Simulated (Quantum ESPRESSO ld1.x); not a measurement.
The run below uses ld1.x (Quantum ESPRESSO 7.5).

```
 &input
    zed=68.0,
    iswitch=1,
    rel=1,
    dft='REVPBE',
    config='[Xe] 4f11',
    verbosity='high',
    prefix='ld1',
    max_out_wfc=37,
    file_charge='ld1.rho',
 /
```

Command: `OMP_NUM_THREADS=1 ld1.x < ld1.in > ld1.out`

It prints:

```
     Program LD1 v.7.5 starts

     --------------------------- All-electron run ----------------------------

     scalar relativistic calculation

     atomic number is 68.00
     dft =REVPBE   lsd =0 sic =0 latt =0  beta=0.20 tr2=1.0E-14
     Exchange-correlation= REVPBE
                           (   1   4   4   4   0   0   0)
     mesh =2105 r(mesh) = 100.73490 a.u. xmin = -8.00 dx = 0.00800
     1 Ry =  13.60569312 eV, c = 137.03599908

     n l     nl                  e(Ry)          e(Ha)          e(eV)
     1 0     1S 1( 2.00)   -4219.663114917   -2109.831557459 -57411.4414240
     2 0     2S 1( 2.00)    -710.920723389    -355.460361695  -9672.5691972
     2 1     2P 1( 6.00)    -628.962186523    -314.481093261  -8557.4664958
     3 0     3S 1( 2.00)    -161.229266029     -80.614633015  -2193.6359160
     3 1     3P 1( 6.00)    -136.304770956     -68.152385478  -1854.5208848
     4 0     4S 1( 2.00)     -33.780573993     -16.890286997   -459.6081233
     4 1     4P 1( 6.00)     -25.577631184     -12.788815592   -348.0014007
     3 2     3D 1(10.00)    -105.142001006     -52.571000503  -1430.5298000
     5 0     5S 1( 2.00)      -6.022410234      -3.011205117    -81.9390655
     5 1     5P 1( 6.00)      -4.066107019      -2.033053510    -55.3222043
     4 2     4D 1(10.00)     -14.594958597      -7.297479298   -198.5745278
     4 3     4F 1(11.00)      -2.599563481      -1.299781740    -35.3688630

     final scf error:  6.0E-15 reached in  33 iterations

     Etot =  -26170.121855 Ry,  -13085.060928 Ha, -356062.646954 eV

     Ekin =   28377.627229 Ry,   14188.813615 Ha,  386097.287641 eV
     Encl =  -64074.994079 Ry,  -32037.497039 Ha, -871784.706296 eV
     Eh   =   10081.110905 Ry,    5040.555452 Ha,  137160.501307 eV
     Exc  =    -553.865910 Ry,    -276.932955 Ha,   -7535.729606 eV

     normalization and overlap integrals

     s(1S/1S) =  1.000000  <r> =   0.0204  <r2> =    0.0006  r(max) =   0.0128
     s(1S/2S) = -0.026345
     s(1S/3S) = -0.011477
     s(1S/4S) = -0.005547
     s(1S/5S) = -0.002255
     s(2S/2S) =  1.000000  <r> =   0.0865  <r2> =    0.0088  r(max) =   0.0734
     s(2S/3S) = -0.007254
     s(2S/4S) = -0.003351
     s(2S/5S) = -0.001350
     s(2P/2P) =  1.000000  <r> =   0.0767  <r2> =    0.0072  r(max) =   0.0596
     s(2P/3P) = -0.005800
     s(2P/4P) = -0.002531
     s(2P/5P) = -0.000913
     s(3S/3S) =  1.000000  <r> =   0.2253  <r2> =    0.0580  r(max) =   0.2077
     s(3S/4S) = -0.002390
     s(3S/5S) = -0.000933
     s(3P/3P) =  1.000000  <r> =   0.2245  <r2> =    0.0584  r(max) =   0.2044
     s(3P/4P) = -0.002028
     s(3P/5P) = -0.000710
     s(4S/4S) =  1.000000  <r> =   0.5077  <r2> =    0.2909  r(max) =   0.4735
     s(4S/5S) = -0.000637
     s(4P/4P) =  1.000000  <r> =   0.5384  <r2> =    0.3297  r(max) =   0.4968
     s(4P/5P) = -0.000490
     s(3D/3D) =  1.000000  <r> =   0.2038  <r2> =    0.0487  r(max) =   0.1660
     s(3D/4D) = -0.001460
     s(5S/5S) =  1.000000  <r> =   1.2286  <r2> =    1.6956  r(max) =   1.1057
     s(5P/5P) =  1.000000  <r> =   1.4318  <r2> =    2.3192  r(max) =   1.2567
     s(4D/4D) =  1.000000  <r> =   0.5821  <r2> =    0.3932  r(max) =   0.5130
     s(4F/4F) =  1.000000  <r> =   0.7665  <r2> =    0.7652  r(max) =   0.5048

     ------------------------ End of All-electron run ------------------------
```

Run on one thread of a shared host, so times are rough (Intel(R) Xeon(R) Processor @ 2.60GHz): 0.52 s of CPU time, 1.7 s wall, 33 iterations on 2105 mesh points.
